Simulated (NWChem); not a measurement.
Molecule: CH5AlSe; SMILES [SeH][AlH][CH3]

```xyz
8

Al    -0.6416    -1.0659     0.1217
H     -2.1688    -1.2232     0.5284
C      0.6183    -2.5628    -0.0144
H      0.2670    -3.2989    -0.7498
H      0.6963    -3.0917     0.9449
H      1.6273    -2.2540    -0.3079
Se     0.1172     1.1018    -0.3365
H     -1.2092     1.7075    -0.0743
```
Atoms are numbered in this order, from 1.

All runs use the structure optimised with B3LYP/6-31G* (spherical d).

Spin-orbit effects, on the heavy nuclei and on their neighbours, are missing.

Q: Give the principal values of the shielding tensors (ppm) of Al1, C3, Se7 from KT2/pcSseg-1, GIAO (NWChem), with their diamagnetic and paramagnetic parts as GIAO splits them.

A: 
| atom | σ11 | σ22 | σ33 | isotropic | diamagnetic | paramagnetic |
|---|---|---|---|---|---|---|
| Al1 | 194.1 | 284.3 | 363.9 | 280.8 | 798.7 | -518.0 |
| C3 | 177.5 | 193.5 | 194.5 | 188.5 | 251.6 | -63.1 |
| Se7 | 1576.3 | 2083.9 | 2090.1 | 1916.8 | 3004.6 | -1087.8 |
